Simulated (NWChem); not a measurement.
System: C4H6O; SMILES C#CCCO

Input file for NWChem:

```
start job
memory heap 200 mb stack 900 mb global 1100 mb
geometry units angstroms noautoz
  C      0.590791    -2.241166     0.105311
  C     -0.097056    -1.261865    -0.054185
  C     -0.935765    -0.077198    -0.231923
  C     -0.345891     1.203767     0.392534
  O      0.918588     1.560962    -0.130952
  H      1.206086    -3.100293     0.245379
  H     -1.927858    -0.251972     0.208975
  H     -1.111033     0.096721    -1.304766
  H     -1.081021     2.016680     0.272775
  H     -0.189091     1.052013     1.464312
  H      0.820212     1.707930    -1.084716
end
basis spherical
  * library def2-tzvp
end
dft
  xc slater vwn_5
  iterations 150
  semidirect filesize 400000000
  mulliken
end
task dft energy
```

Parts of the log:

```
             Northwest Computational Chemistry Package (NWChem) 7.3.0
             --------------------------------------------------------

 C1  symmetry detected

                             Geometry "geometry" -> ""
                             -------------------------

 Output coordinates in angstroms (scale by  1.889725989 to convert to a.u.)

  No.       Tag          Charge          X              Y              Z
 ---- ---------------- ---------- -------------- -------------- --------------
    1 C                    6.0000     0.58281781    -2.23416292     0.10845014
    2 C                    6.0000    -0.10439368    -1.25533870    -0.05661481
    3 C                    6.0000    -0.94247105    -0.07126414    -0.24115003
    4 C                    6.0000    -0.35935668     1.20978518     0.38945242
    5 O                    8.0000     0.90949722     1.56839685    -0.12234878
    6 H                    1.0000     1.19755349    -3.09286171     0.25351087
    7 H                    1.0000    -1.93835915    -0.24716971     0.19064811
    8 H                    1.0000    -1.10818351     0.10321773    -1.31541920
    9 H                    1.0000    -1.09406660     2.02215515     0.26358642
   10 H                    1.0000    -0.21212071     1.05745338     1.46250423
   11 H                    1.0000     0.81962030     1.71591385    -1.07686650

 Effective nuclear repulsion energy (a.u.)     155.9677135392

                                 NWChem DFT Module
                                 -----------------

 Summary of "ao basis" -> "ao basis" (spherical)
 ------------------------------------------------------------------------------
       Tag                 Description            Shells   Functions and Types
 ---------------- ------------------------------  ------  ---------------------
 C                         def2-tzvp                11       31   5s3p2d1f
 O                         def2-tzvp                11       31   5s3p2d1f
 H                         def2-tzvp                 4        6   3s1p

            General Information
            -------------------
          SCF calculation type: DFT
          Wavefunction type:  closed shell.
          No. of atoms     :    11
          No. of electrons :    38
           Alpha electrons :    19
            Beta electrons :    19
          Charge           :     0
          Spin multiplicity:     1
          Use of symmetry is: off; symmetry adaption is: off
          Maximum number of iterations: 150
          AO basis - number of functions:   191
                     number of shells:    79
          Convergence on energy requested:  1.00D-06
          Convergence on density requested:  1.00D-05
          Convergence on gradient requested:  5.00D-04

              XC Information
              --------------
                        Slater Exchange Functional  1.000 local
                      VWN V Correlation Functional  1.000 local

             Grid Information
             ----------------
          Grid used for XC integration:  medium
          Radial quadrature: Mura-Knowles
          Angular quadrature: Lebedev.
          Tag              B.-S. Rad. Rad. Pts. Rad. Cut. Ang. Pts.
          ---              ---------- --------- --------- ---------
          C                   0.70       49          12.0       434
          O                   0.60       49          12.0       434
          H                   0.35       45          13.0       434
          Grid pruning is: on
          Number of quadrature shells:   515
          Spatial weights used:  Erf1

      Superposition of Atomic Density Guess
      -------------------------------------

 Sum of atomic energies:        -228.46847526

      Non-variational initial energy
      ------------------------------

 Total energy =    -231.218003
 1-e energy   =    -616.529348
 2-e energy   =     229.343632
 HOMO         =      -0.330279
 LUMO         =       0.039794

------------------------------------------------------------
EAF file 0: "./job.aoints.0" size=760741888 bytes
------------------------------------------------------------
               write      read    awrite     aread      wait
               -----      ----    ------     -----      ----
     calls:     1451         0         0         0         0
   data(b): 7.61e+08  0.00e+00  0.00e+00  0.00e+00
   time(s): 0.00e+00  0.00e+00  0.00e+00  0.00e+00  0.00e+00
rate(mb/s): 0.00e+00  0.00e+00
------------------------------------------------------------

     ---------------------------------------------
      Total Density - Mulliken Population Analysis
     ---------------------------------------------

    Atom       Charge   Shell Charges
 -----------   ------   -------------------------------------------------------
    1 C    6     6.35   0.86  1.12  0.60  0.49  0.09  1.24  1.47  0.45  0.01  0.00  0.01
    2 C    6     5.97   0.86  1.12  0.60  0.52  0.14  1.18  1.20  0.25  0.02  0.08  0.01
    3 C    6     6.36   0.86  1.12  0.54  0.65  0.17  1.20  1.33  0.39  0.02  0.07  0.00
    4 C    6     5.94   0.86  1.12  0.53  0.63  0.12  1.09  1.18  0.29  0.03  0.09  0.01
    5 O    8     8.69   0.79  1.18  0.59  0.95  0.26  1.97  2.14  0.79  0.00  0.02  0.00
    6 H    1     0.74   0.22  0.42  0.09  0.02
    7 H    1     0.82   0.24  0.44  0.13  0.02
    8 H    1     0.82   0.24  0.44  0.12  0.02
    9 H    1     0.87   0.25  0.46  0.14  0.02
   10 H    1     0.87   0.25  0.46  0.14  0.02
   11 H    1     0.56   0.20  0.26  0.06  0.04

   convergence    iter        energy       DeltaE   RMS-Dens  Diis-err
 ---------------- ----- ----------------- --------- --------- ---------
 d= 0,ls=0.0,diis     1   -229.1701175757 -3.85D+02  1.45D-02  2.10D+00
 d= 0,ls=0.0,diis     2   -229.1084265189  6.17D-02  1.05D-02  1.72D+00
 d= 0,ls=0.0,diis     3   -229.1717669206 -6.33D-02  3.07D-03  1.08D+00
 d= 0,ls=0.0,diis     4   -229.2545514013 -8.28D-02  1.06D-03  1.58D-01
 d= 0,ls=0.0,diis     5   -229.2728596373 -1.83D-02  4.38D-04  9.99D-03
  Resetting Diis
 d= 0,ls=0.0,diis     6   -229.2739584323 -1.10D-03  2.06D-04  9.65D-04
 d= 0,ls=0.0,diis     7   -229.2740670883 -1.09D-04  1.23D-04  5.68D-05
 d= 0,ls=0.0,diis     8   -229.2740529070  1.42D-05  6.10D-05  1.85D-04
 d= 0,ls=0.0,diis     9   -229.2740724880 -1.96D-05  1.09D-05  1.18D-05
 d= 0,ls=0.0,diis    10   -229.2740736975 -1.21D-06  4.07D-06  1.75D-06
 d= 0,ls=0.0,diis    11   -229.2740739040 -2.06D-07  1.18D-06  7.69D-08

         Total DFT energy =     -229.274073903994
      One electron energy =     -621.119339490471
           Coulomb energy =      266.224881261926
    Exchange-Corr. energy =      -30.347329214697
 Nuclear repulsion energy =      155.967713539248

 Numeric. integr. density =       37.999970540998

                       DFT Final Molecular Orbital Analysis
                       ------------------------------------

 Vector   17  Occ=2.000000D+00  E=-2.538278D-01
              MO Center=  3.5D-01, -3.7D-01, -4.8D-02, r^2= 4.0D+00
   Bfn.  Coefficient  Atom+Function         Bfn.  Coefficient  Atom+Function
  ----- ------------  ---------------      ----- ------------  ---------------
   131      0.270768   5 O  py              134      0.216367   5 O  py
   137      0.180708   5 O  py               39      0.170850   2 C  pz
     8      0.166794   1 C  pz               37      0.140649   2 C  px
    42      0.139101   2 C  pz               11      0.129777   1 C  pz
     7      0.124266   1 C  py               40      0.123943   2 C  px

 Vector   18  Occ=2.000000D+00  E=-2.445911D-01
              MO Center=  1.3D-01, -1.6D+00,  5.6D-03, r^2= 2.0D+00
   Bfn.  Coefficient  Atom+Function         Bfn.  Coefficient  Atom+Function
  ----- ------------  ---------------      ----- ------------  ---------------
     8     -0.218133   1 C  pz                6      0.199287   1 C  px
    39     -0.198855   2 C  pz               37      0.185501   2 C  px
    11     -0.164565   1 C  pz               42     -0.162060   2 C  pz
     9      0.149543   1 C  px               40      0.148752   2 C  px
    14     -0.112221   1 C  pz              163      0.112019   7 H  s

 Vector   19  Occ=2.000000D+00  E=-2.355546D-01
              MO Center=  3.3D-01,  2.9D-01, -1.5D-02, r^2= 4.0D+00
   Bfn.  Coefficient  Atom+Function         Bfn.  Coefficient  Atom+Function
  ----- ------------  ---------------      ----- ------------  ---------------
   131      0.323952   5 O  py              134      0.258102   5 O  py
   137      0.235669   5 O  py                8     -0.142646   1 C  pz
   100     -0.138966   4 C  py              175     -0.129307   9 H  s
   176     -0.121581   9 H  s                39     -0.114457   2 C  pz
    66      0.113275   3 C  s                 6     -0.109960   1 C  px

 Vector   20  Occ=0.000000D+00  E=-1.863975D-02
              MO Center= -1.8D-01,  4.1D-02, -4.9D-01, r^2= 6.5D+00
   Bfn.  Coefficient  Atom+Function         Bfn.  Coefficient  Atom+Function
  ----- ------------  ---------------      ----- ------------  ---------------
    67      2.393254   3 C  s                 5     -1.656050   1 C  s
    44     -1.313131   2 C  py               98      1.196482   4 C  s
   170     -1.037626   8 H  s               176     -0.699210   9 H  s
    43      0.652086   2 C  px              188     -0.652305  11 H  s
   164     -0.619658   7 H  s                75     -0.567814   3 C  py

 Vector   21  Occ=0.000000D+00  E=-3.286685D-03
              MO Center= -6.1D-02, -1.4D+00, -1.7D-02, r^2= 3.9D+00
   Bfn.  Coefficient  Atom+Function         Bfn.  Coefficient  Atom+Function
  ----- ------------  ---------------      ----- ------------  ---------------
   164      0.710294   7 H  s               170     -0.549204   8 H  s
    43      0.509058   2 C  px               14      0.433597   1 C  pz
    98     -0.428513   4 C  s                13     -0.390075   1 C  py
     5     -0.347479   1 C  s                12     -0.332459   1 C  px
    36      0.323238   2 C  s                45     -0.322459   2 C  pz

 Vector   22  Occ=0.000000D+00  E= 1.274257D-02
              MO Center=  3.1D-01, -2.2D-01, -5.8D-01, r^2= 6.3D+00
   Bfn.  Coefficient  Atom+Function         Bfn.  Coefficient  Atom+Function
  ----- ------------  ---------------      ----- ------------  ---------------
    67      2.741272   3 C  s                 5     -2.038142   1 C  s
    43      1.153503   2 C  px               44     -1.020628   2 C  py
    13     -0.934436   1 C  py              188     -0.894941  11 H  s
    45      0.717162   2 C  pz               36      0.700731   2 C  s
   170     -0.649049   8 H  s               129      0.614686   5 O  s

------------------------------------------------------------
EAF file 0: "./job.aoints.0" size=991428608 bytes
------------------------------------------------------------
               write      read    awrite     aread      wait
               -----      ----    ------     -----      ----
     calls:     1891        10         0     18900     18900
   data(b): 9.91e+08  5.24e+06  0.00e+00  9.91e+09
   time(s): 0.00e+00  0.00e+00  0.00e+00  0.00e+00  0.00e+00
rate(mb/s): 0.00e+00  0.00e+00
------------------------------------------------------------

     ---------------------------------------------
      Total Density - Mulliken Population Analysis
     ---------------------------------------------

    Atom       Charge   Shell Charges
 -----------   ------   -------------------------------------------------------
    1 C    6     6.20   0.84  1.13  0.57  0.48  0.05  1.34  1.26  0.52  0.01 -0.01  0.01
    2 C    6     6.01   0.84  1.12  0.59  0.43  0.10  1.33  1.19  0.31  0.01  0.07  0.01
    3 C    6     6.42   0.84  1.13  0.51  0.66  0.24  1.37  1.14  0.44  0.02  0.08  0.00
    4 C    6     6.13   0.84  1.13  0.51  0.64  0.13  1.32  1.12  0.31  0.03  0.10  0.01
    5 O    8     8.39   0.78  1.19  0.59  0.89  0.34  1.92  1.82  0.84  0.00  0.03  0.00
    6 H    1     0.79   0.25  0.45  0.07  0.02
    7 H    1     0.84   0.26  0.47  0.09  0.02
    8 H    1     0.82   0.26  0.46  0.08  0.02
    9 H    1     0.86   0.26  0.48  0.10  0.02
   10 H    1     0.85   0.27  0.48  0.09  0.02
   11 H    1     0.69   0.25  0.35  0.05  0.05

     -------------------------------------------
      Total Density - Lowdin Population Analysis
     -------------------------------------------

    Atom       Charge   Shell Charges
 -----------   ------   -------------------------------------------------------
    1 C    6     6.11   0.90  1.04  0.38  0.38  0.20  1.14  1.28  0.64  0.01  0.11  0.04
    2 C    6     6.12   0.90  1.04  0.36  0.34  0.17  1.12  1.22  0.60  0.02  0.31  0.05
    3 C    6     6.29   0.90  1.04  0.34  0.32  0.17  1.15  1.35  0.59  0.02  0.36  0.04
    4 C    6     6.38   0.90  1.05  0.37  0.33  0.17  1.13  1.30  0.54  0.04  0.50  0.07
    5 O    8     8.02   0.86  1.09  0.53  0.57  0.31  1.75  1.85  0.97  0.00  0.07  0.00
    6 H    1     0.87   0.24  0.38  0.18  0.07
    7 H    1     0.83   0.24  0.37  0.15  0.06
    8 H    1     0.83   0.24  0.38  0.16  0.06
    9 H    1     0.87   0.25  0.40  0.17  0.06
   10 H    1     0.86   0.25  0.39  0.16  0.06
   11 H    1     0.82   0.24  0.31  0.11  0.16

     Multipole analysis of the density
     ---------------------------------

     L   x y z        total         alpha         beta         nuclear
     -   - - -        -----         -----         ----         -------
     0   0 0 0     -0.000000    -19.000000    -19.000000     38.000000

     1   1 0 0     -0.636812     -0.318406     -0.318406      0.000000
     1   0 1 0      0.199496      0.099748      0.099748     -0.000000
     1   0 0 1     -0.391150     -0.195575     -0.195575      0.000000

     2   2 0 0    -23.045561    -52.872953    -52.872953     82.700344
     2   1 1 0     -3.188366      2.315512      2.315512     -7.819390
     2   1 0 1     -0.595677     -0.224606     -0.224606     -0.146464
     2   0 2 0    -22.099558   -164.041811   -164.041811    305.984064
     2   0 1 1     -2.115840     -0.401411     -0.401411     -1.313018
     2   0 0 2    -21.493767    -22.651906    -22.651906     23.810046
```

Level: LDA (Slater exchange, VWN5)/def2-TZVP. Structure relaxed at the B3LYP/6-31G* (spherical d) level.
